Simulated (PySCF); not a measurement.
## Calculated data, C$_{2}$H$_{5}$BGe

All values are calculated (PySCF 2.14.0). Calculation on a computer-drawn molecule: optimised geometry and harmonic frequencies of an isolated molecule of the commonest isotopes, restricted reference for singlets and unrestricted otherwise, frozen core in MP2; on germanium a core potential holds 10 electrons, which the energies leave out, and 3d is frozen in MP2 and coupled-cluster steps.

## C$_{2}$H$_{5}$BGe

Start structure:
```xyz
9
C2H5BGe
C     -2.3683    -0.5414    -0.6972
B     -1.5497     0.5346    -1.2001
Ge    -0.3696     1.7627    -2.1825
C      0.4915     2.6359    -0.4732
H     -2.6412    -0.6701     0.3803
H     -2.9859    -1.1421    -1.3025
H      0.9417     1.9701     0.0672
H      1.1371     3.4512    -0.7988
H     -0.3822     3.1677     0.0552
```

| Property | Result |
| --- | --- |
| charge | 0 |
| multiplicity | 1 |
| method | HF |
| basis | cc-pVDZ |
| basis and core potential on germanium | cc-pVDZ-PP ECP10MDF |
| rotational constants | 9.457, 2.603, 2.067 GHz |
| total energy | -396.6277 hartree |
| convergence status largest gradient component | 1.453e-05 hartree/bohr |

Drawn bonds:
```
atom  other atom  order
   1           2      2
   2           3      1
   3           4      1
   1           5      1
   1           6      1
   4           7      1
   4           8      1
   4           9      1
```

Optimised structure:
```xyz
9
C2H5BGe
C     -2.4216    -0.4973    -0.6811
B     -1.5526     0.4533    -1.2202
Ge    -0.3115     1.8051    -2.1813
C      0.4278     2.6763    -0.5245
H     -2.5622    -0.6218     0.3883
H     -3.0036    -1.1636    -1.3116
H      0.9366     1.9393     0.1043
H      1.1374     3.4588    -0.7960
H     -0.3770     3.1187     0.0706
```

Modes:
```
frequency (cm⁻¹)  reduced mass (dalton)
           60.27                  1.034
             101                  2.872
           182.8                  4.648
           308.6                  2.377
           338.7                  1.046
           402.9                  6.361
           551.1                  4.249
           679.8                  1.161
             711                  1.674
             867                  1.287
           881.3                  1.323
            1343                  1.204
            1379                  1.273
            1542                  1.054
            1560                  1.061
            1637                  3.841
            3162                  1.033
            3243                    1.1
            3272                  1.104
            3288                  1.063
            3369                  1.109
```
